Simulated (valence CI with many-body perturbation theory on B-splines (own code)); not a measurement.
**Zr35+: calculated level list**

Level of theory: configuration interaction combined with many-body perturbation theory (CI+MBPT): three valence electrons over a frozen Dirac-Fock core [He], a basis of 11 s, 11 p, 10 d, 8 f, 5 g, 2 h functions for each j, with the one-electron correlation potential Σ1 (screened to all orders), the two-electron term Σ2, the three-electron term Σ3, Breit, model QED; selected single and double excitations, second order for the rest, scaled by the run's own slope (own B-spline code, finite nucleus).

The last digits are not significant, and no measured levels were compared; by estimate large intervals hold to a few tenths of a per cent, small ones and those within an open d or f shell to about a per cent.

Levels 181 to 211 of 211, with energies above the lowest level, (2s^2 2p1/2) J=1/2. "Leading %" is the weight of the configuration and term that name the level; weights of strongly mixed levels are sums over their largest components and can fall short. In the jj column 3d3/2^4 stands for four electrons in 3d with j = 3/2.

| No. | Configuration | Term | J | E (× 10³ cm⁻¹) | Leading % | Second component | g | Leading jj |
| --- | --- | --- | --- | --- | --- | --- | --- | --- |
| 181 | 2s 2p 4s | 2P° | 3/2 | 30732 | 84 | 11 % 2s 2p 4s 4P° | 1.366 | 2s 2p3/2 4s (90 %) |
| 182 | 2s 2p 4f | 4D | 3/2 | 30735 | 64 | 28 % 2s 2p 4f 4F | 0.938 | 2s 2p3/2 4f5/2 (100 %) |
| 183 | 2s 2p 4s | 2P° | 1/2 | 30739 | 41 | 16 % 2s 2p 4d 2P° | 0.719 | 2s 2p3/2 4s (44 %) |
| 184 | 2s 2p 4f | 2F | 7/2 | 30741 | 41 | 25 % 2s 2p 4f 4D | 1.194 | 2s 2p3/2 4f7/2 (99 %) |
| 185 | 2s 2p 4f | 4D | 1/2 | 30741 | 100 |  | 0.007 | 2s 2p3/2 4f5/2 (100 %) |
| 186 | 2s 2p 4f | 4G | 11/2 | 30742 | 100 |  | 1.268 | 2s 2p3/2 4f7/2 (100 %) |
| 187 | 2s 2p 4f | 2G | 9/2 | 30743 | 76 | 24 % 2s 2p 4f 4F | 1.160 | 2s 2p3/2 4f7/2 (63 %) |
| 188 | 2s 2p 4f | 2F | 5/2 | 30749 | 34 | 34 % 2s 2p 4f 4D | 1.128 | 2s 2p3/2 4f7/2 (100 %) |
| 189 | 2s 2p 4f | 2D | 3/2 | 30760 | 76 | 20 % 2s 2p 4f 4D | 0.868 | 2s 2p3/2 4f7/2 (100 %) |
| 190 | 2p2 4p | 2P° | 3/2 | 30842 | 25 | 24 % 2p2 4p 4D° | 1.337 | 2p1/2^2 4p3/2 (95 %) |
| 191 | 2s 2p 4p | 2P | 1/2 | 30853 | 63 | 26 % 2s 2p 4p 2S | 1.102 | 2s 2p3/2 4p1/2 (94 %) |
| 192 | 2s 2p 4p | 2D | 3/2 | 30854 | 71 | 19 % 2s 2p 4p 2P | 0.935 | 2s 2p3/2 4p1/2 (94 %) |
| 193 | 2p2 4d | 4F | 3/2 | 30918 | 37 | 20 % 2p2 4d 2D | 0.796 | 2p1/2^2 4d3/2 (94 %) |
| 194 | 2s 2p 4p | 2D | 5/2 | 30933 | 82 | 8 % 2s 2p 4p 4D | 1.226 | 2s 2p3/2 4p3/2 (91 %) |
| 195 | 2s 2p 4p | 2P | 3/2 | 30950 | 68 | 23 % 2s 2p 4p 2D | 1.239 | 2s 2p3/2 4p3/2 (94 %) |
| 196 | 2s 2p 4p | 2S | 1/2 | 30958 | 66 | 27 % 2s 2p 4p 2P | 1.654 | 2s 2p3/2 4p3/2 (93 %) |
| 197 | 2p2 4d | 2D | 5/2 | 30965 | 27 | 21 % 2p2 4d 4D | 1.202 | 2p1/2^2 4d5/2 (93 %) |
| 198 | 2p2 4f | 4G° | 5/2 | 31001 | 34 | 20 % 2p2 4f 2F° | 0.853 | 2p1/2^2 4f5/2 (96 %) |
| 199 | 2p2 4f | 2F° | 7/2 | 31015 | 28 | 19 % 2p2 4f 2G° | 1.141 | 2p1/2^2 4f7/2 (96 %) |
| 200 | 2s 2p 4d | 2D° | 3/2 | 31041 | 84 | 7 % 2s 2p 4d 2P° | 0.832 | 2s 2p3/2 4d3/2 (91 %) |
| 201 | 2s 2p 4d | 2F° | 5/2 | 31043 | 77 | 14 % 2s 2p 4d 2D° | 0.919 | 2s 2p3/2 4d3/2 (94 %) |
| 202 | 2s 2p 4d | 2F° | 7/2 | 31058 | 87 | 7 % 2s 2p 4d 4F° | 1.161 | 2s 2p3/2 4d5/2 (94 %) |
| 203 | 2s 2p 4d | 2P° | 1/2 | 31060 | 88 | 10 % 2s 2p 4d 4D° | 0.624 | 2s 2p3/2 4d3/2 (94 %) |
| 204 | 2s 2p 4d | 2D° | 5/2 | 31073 | 75 | 17 % 2s 2p 4d 2F° | 1.161 | 2s 2p3/2 4d5/2 (95 %) |
| 205 | 2s 2p 4d | 2P° | 3/2 | 31086 | 86 | 5 % 2s 2p 4d 2D° | 1.304 | 2s 2p3/2 4d5/2 (91 %) |
| 206 | 2s 2p 4f | 2F | 5/2 | 31114 | 85 | 7 % 2s 2p 4f 4G | 0.865 | 2s 2p3/2 4f5/2 (93 %) |
| 207 | 2s 2p 4f | 2G | 7/2 | 31123 | 55 | 34 % 2s 2p 4f 2F | 0.994 | 2s 2p3/2 4f5/2 (77 %) |
| 208 | 2s 2p 4f | 2F | 7/2 | 31128 | 55 | 39 % 2s 2p 4f 2G | 1.055 | 2s 2p3/2 4f7/2 (77 %) |
| 209 | 2s 2p 4f | 2D | 3/2 | 31134 | 88 | 9 % 2s 2p 4f 4F | 0.774 | 2s 2p3/2 4f5/2 (95 %) |
| 210 | 2s 2p 4f | 2G | 9/2 | 31137 | 88 | 7 % 2s 2p 4f 4G | 1.123 | 2s 2p3/2 4f7/2 (95 %) |
| 211 | 2s 2p 4f | 2D | 5/2 | 31146 | 87 | 5 % 2s 2p 4f 2F | 1.181 | 2s 2p3/2 4f7/2 (92 %) |

Where two levels of one J and parity lie close, their mixing, g and order are uncertain.
